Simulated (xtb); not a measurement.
In(F)2(SiH3) (F2H3InSi), SMILES [F][In]([F])[SiH3]. All values are semi-empirical tight-binding results from xtb (GFN2-xTB unless named), good for trends rather than for accurate numbers. Coordinates come from a GFN2-xTB optimisation.

Optimised geometry:

Bonds (Å): In1–F2 2.021, In1–F3 2.021, In1–Si4 2.612, Si4–H5 1.465, Si4–H6 1.466, Si4–H7 1.464. Bond angles (°): F2–In1–F3 110.5, F2–In1–Si4 125.2, F3–In1–Si4 124.3, In1–Si4–H5 106.0, In1–Si4–H6 106.2, In1–Si4–H7 105.8, H5–Si4–H6 112.6, H5–Si4–H7 112.8, H6–Si4–H7 112.7.

For metal compounds this method's bond lengths and energies can be far off.

Computed properties:
| Quantity | Result |
|---|---|
| orbital gap | 2.89 eV |
| zero-point energy | 15.5 kcal/mol |
| G − E(el) at 298.15 K (modified RRHO) | -6.4 kcal/mol |

Computed atomic charges and the Wiberg bond orders between heavy atoms:
charges (e) In1 0.31, F2 -0.37, F3 -0.37, Si4 0.50, H5 -0.02, H6 -0.02, H7 -0.02. Bond orders In1–F2 0.92, In1–F3 0.92, In1–Si4 0.58.
